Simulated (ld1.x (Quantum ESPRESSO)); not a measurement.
**Which change was made? (F, ultrasoft)**

ld1.x (Quantum ESPRESSO) 7.5 input, shortened:

```
&input
   title='F', zed=9., rel=1, dft='PBE', iswitch=3,
   config='[He] 2s1.75 2p5.25 3d-2'
 /
 &inputp
   pseudotype=3, tm=.true., lloc=-1, rcloc=0.90,
   nlcc=.true., new_core_ps=.true.,
   which_augfun='PSQ', rmatch_augfun=0.40
 /
6
2S  1  0   1.75   0.00  0.50  0.65  0.0
2S  1  0   0.00  -1.80  0.50  0.65  0.0
2P  2  1   5.25   0.00  0.95  1.30  0.0
2P  2  1   0.00  -0.05  0.95  1.30  0.0
3D  3  2  -2.00   0.45  1.05  1.15  0.0
3D  3  2  -2.00   1.55  1.05  1.15  0.0
 &test
   configts(1)='2s1.75 2p5.25'
 /
```

Cutoffs, loose and tight: the cutoffs (Ry, on a coarse ladder) from which the occupation-weighted sum of valence levels, in a spherical-Bessel basis at the reference potential, stays within 10 and 1 mRy of its value at 400 Ry. They do not see the model core or the augmentation charge, which bear on the density cutoff. Test errors are all-electron minus pseudo excitation energies from the reference, over the configurations 2s2 2p5; 2s2 2p4; 2s2 2p3; 2s1 2p6; 2s2 2p5.3; 2s2 2p4.5; 2s1 2p5; variants that change the core or the reference have their own tests.

The base gives: outcome: generated; cutoff, loose: 80 Ry; cutoff, tight: 110 Ry; bound ghosts: none; largest test error (meV): +11.

Task: After one change the result is: outcome: generated; cutoff, loose: 110 Ry; cutoff, tight: 160 Ry; bound ghosts: none; largest test error (meV): +7.9. Which change was it?
A. waves 2s (bound): rcut 0.50, rcutus 0.56 bohr; 2s channel at -1.8 Ry: rcut 0.50, rcutus 0.56 bohr
B. local potential all-electron potential smoothed inside 1.15 bohr (lloc = -2)
C. reference 2s2 2p3
D. wave 2s channel at -1.8 Ry: rcut 0.50, rcutus 0.65 bohr becomes 2s channel at -2 Ry: rcut 0.50, rcutus 0.65 bohr

Result: A. The others give: reference 2s2 2p3 → outcome: generated; cutoff, loose: 80 Ry; cutoff, tight: 140 Ry; bound ghosts: none; largest test error (meV): -36 | wave 2s channel at -1.8 Ry: rcut 0.50, rcutus 0.65 bohr becomes 2s channel at -2 Ry: rcut 0.50, rcutus 0.65 bohr → outcome: generated; cutoff, loose: 80 Ry; cutoff, tight: 110 Ry; bound ghosts: none; largest test error (meV): -17 | local potential all-electron potential smoothed inside 1.15 bohr (lloc = -2) → outcome: generated; cutoff, loose: 80 Ry; cutoff, tight: 110 Ry; bound ghosts: none; largest test error (meV): -11.
